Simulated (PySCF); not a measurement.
## Cr⁻ (chromium, charge -1) across methods

[Ar] 3d5 4s2, high-spin 6S determinant. All numbers are calculated (PySCF 2.14, scalar relativity by spin-free X2C-1e, in x2c-QZVPPall with one added diffuse shell each of s, p, d, f, g type (12s8p6d4f3g, 121 functions)).

```csv
method,E (hartree),mean ε 4s α (eV),mean ε 4s β (eV),mean ε 3d α (eV),Σ⟨r²⟩ (bohr²),⟨S²⟩
TPSS,-1050.848,0.216,1.244,1.295,79.43,8.851
LDA,-1048.530,0.155,1.100,1.200,78.33,8.840
M06-2X,-1050.813,-0.068,0.151,-1.897,82.98,8.753
PBE0,-1050.608,-0.236,0.788,-0.276,81.75,8.863
r2SCAN,-1050.793,-0.188,1.037,0.856,85.40,8.999
r2SCANh,-1050.780,-0.373,0.905,0.254,85.75,8.999
UHF,-1049.66336,-2.213,0.245,-6.048,113.3,9.237
```

Problem. Estimate the same row for PBE.

Solution. E (hartree) = -1050.599; mean ε 4s α (eV) = 0.264; mean ε 4s β (eV) = 1.188; mean ε 3d α (eV) = 1.300; Σ⟨r²⟩ (bohr²) = 80.24; ⟨S²⟩ = 8.843.

⟨S²⟩ = 8.85 against 8.75 shows spin contamination. At TPSS the highest occupied level has a positive energy, so only the finite basis holds that electron; in a semilocal or global hybrid functional this comes from self-interaction and does not mean that the real anion is unbound.

The highest occupied level is positive at TPSS, LDA, PBE, M06-2X, PBE0, r2SCAN, r2SCANh, UHF: only the finite basis holds that electron, at UHF too, so the state is unbound at these levels.
